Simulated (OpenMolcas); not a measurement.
**Fe3+: ligand-field states by method**

Fe3+ with its 6 nearest oxide ions at 2.053 Å, on the Mg site of MgO (a = 4.2112 Å, distance in the model lattice 2.106 Å). The rest of the host is ab initio model potentials to 7.6 Å, with orthogonalisation functions on the cations behind the ligands, and point charges beyond; the distance is set by hand and nothing relaxes, and no local charge compensation is placed. Ligand basis ANO-RCC-VDZP.
```
Fe    0.0000    0.0000    0.0000
O     2.0530    0.0000    0.0000
O     0.0000    2.0530    0.0000
O    -2.0530    0.0000    0.0000
O     0.0000   -2.0530    0.0000
O     0.0000    0.0000    2.0530
O     0.0000    0.0000   -2.0530
```

```
Program             : OpenMolcas 26.06
Basis               : ANO-RCC-VTZP [6s5p3d2f1g]
Scalar Hamiltonian  : DKH2, point nucleus
Active space        : 5 electrons in 5 orbitals (3d)
State averaging     : 2S+1 = 6 even, 1 root; 2S+1 = 4 even, 24 roots; 2S+1 = 2 even, 75 roots
Spin-orbit coupling : state interaction with AMFI integrals over the reference wave functions
```

I. CASSCF
II. SS-CASPT2, IPEA 0.25 Eh, imaginary shift 0.1 Eh (closed shells correlated: 3s 3p and the ligand valence shells)

Spin-free states (labels of O, the rotations of Oh) in cm-1, each column counted from its own energy of the first state listed:

```json
{"State": "6A1", "Degeneracy": "1", "I": "0", "II": "0"}
{"State": "4T1", "Degeneracy": "3", "I": "23114", "II": "11160"}
{"State": "4T2", "Degeneracy": "3", "I": "29215", "II": "15170"}
{"State": "2T2", "Degeneracy": "3", "I": "29448", "II": "7830"}
{"State": "4A1", "Degeneracy": "1", "I": "32587", "II": "22420"}
{"State": "4E", "Degeneracy": "2", "I": "33057", "II": "22350"}
{"State": "2T1", "Degeneracy": "3", "I": "38081", "II": "19590"}
{"State": "2A2", "Degeneracy": "1", "I": "38322", "II": "18120"}
{"State": "4T2", "Degeneracy": "3", "I": "38336", "II": "24920"}
{"State": "2T2", "Degeneracy": "3", "I": "40353", "II": "21430"}
{"State": "4E", "Degeneracy": "2", "I": "40679", "II": "27520"}
{"State": "2E", "Degeneracy": "2", "I": "42524", "II": "22440"}
{"State": "2A1", "Degeneracy": "1", "I": "46185", "II": "30030"}
{"State": "4T1", "Degeneracy": "3", "I": "46481", "II": "38660"}
{"State": "2T1", "Degeneracy": "3", "I": "48466", "II": "26840"}
{"State": "2E", "Degeneracy": "2", "I": "49070", "II": "30270"}
{"State": "2T2", "Degeneracy": "3", "I": "49082", "II": "31410"}
{"State": "2T2", "Degeneracy": "3", "I": "52501", "II": "30970"}
{"State": "4A2", "Degeneracy": "1", "I": "53632", "II": "36620"}
{"State": "2A1", "Degeneracy": "1", "I": "55548", "II": "33410"}
```

From I to II, I's first state of another spin (4T1) moves from 23114 to 11160 cm-1, by about -12000 cm-1. In II another state of that kind comes below it.

I: A least-squares ligand-field fit to the states below 45000 cm-1, each weighted by its degeneracy and with a free common offset, gives 10Dq = 12648 cm-1, B = 1171 cm-1 and C = 4235 cm-1 (C/B = 3.62), with an rms deviation of 210 cm-1. The same method and metal basis give the free ion B = 1296 cm-1 (fit to its terms below 60000 cm-1, rms deviation 21 cm-1), so the nephelauxetic ratio is β = 1171 / 1296 = 0.90; it hangs on how both fits weigh the states, and computed free-ion B values tend to be too large, so β mixes covalency with correlation.

χT at 300 K: I 4.38, II 4.38 cm3 K/mol.

Roots that are degenerate in the reference are averaged as groups; the widest CASPT2 spread within a group is 240 cm-1 (the 3-fold group of multiplicity 2 near 40500 cm-1 above the lowest state of its run, II). Shifts and gaps below about the spread of the groups concerned are not significant. Over all roots computed the reference weight is 0.66 to 0.71 in II; a low but even weight reflects the number of correlated electrons. Ligand-to-metal charge-transfer states are missing. With no ligand orbital active B as a rule stays too high, so bands that hang on it stand too high and its fall with covalency is understated. Without dynamic correlation the repulsion within the d shell is too large (B by tens of per cent), so at a given field states of lower spin stand too high (holds for I). With metal d orbitals alone and no dynamic correlation 10Dq can be off by a tenth to a fifth, either way, in oxide and fluoride hosts (holds for I). This shell can be high or low spin here, a state of another spin lies low, and with metal d orbitals alone active their balance is uncertain, so the ground spin may be wrong (holds for II). These CASPT2 states fit no ligand-field parameters well, so their order and spin gaps are uncertain (holds for II). With one d shell and no ligand orbital active, 10Dq can be off by a tenth or more (holds for II). No measured value stands beside these numbers; the geometry was set by hand and not optimised.
